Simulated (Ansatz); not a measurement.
Cl4Fe, charge -1, sextet, geometry from GFN2-xTB (such geometries of metal compounds can be far from the true shape) (a gas-phase anion, which may not be bound at this level); Ansatz (an electronic-structure program) with B3LYP/def2-SVP.

Here is a job for Ansatz.
Ansatz 0.2 input:
```yaml
crystal:
  periodic: [false, false, false]
  atoms:
    - {symbol: Fe, position_ang: [-0.00000000, -0.00000000, -0.00000000]}
    - {symbol: Cl, position_ang: [1.71855113, -0.56358205, -1.20848796]}
    - {symbol: Cl, position_ang: [0.65566275, 0.46239914, 2.02182572]}
    - {symbol: Cl, position_ang: [-0.95592471, 1.74942799, -0.87016982]}
    - {symbol: Cl, position_ang: [-1.41828916, -1.64824508, 0.05683206]}
basis:
  gaussian:
    orbitals: def2-SVP
hamiltonian:
  xc: b3lyp
total_charge: -1
magnetization: {spin_polarized: true, initial_magnetization: 5}
```

It wrote (shortened):

```
Functional definition: B3LYP
979 factors; integrals over basis functions are off by at most 5.2e-4 eV
mean field evaluation 1: about -84464.6563 eV, gradient 3.0e1 eV
mean field evaluation 2: about -84334.5004 eV, gradient 1.9e2 eV
mean field evaluation 4: about -84468.0010 eV, gradient 4.6e0 eV
mean field evaluation 8: about -84468.2129 eV, gradient 2.1e-1 eV
mean field evaluation 16: about -84468.2131 eV, gradient 4.1e-5 eV
mean field -84468.21307347 eV, -3104.1495758388 hartree, gradient 4.1e-5 eV, S^2 8.757516; 0 other end points of the search recorded, 0 dependent functions left out
reference -84468.21336303 eV, -3104.1495864798 hartree; 50, 45 occupied and 53, 58 virtual orbitals, 979 factors
Total energy: -84468.21336303 eV, -3104.1495864798 hartree
```
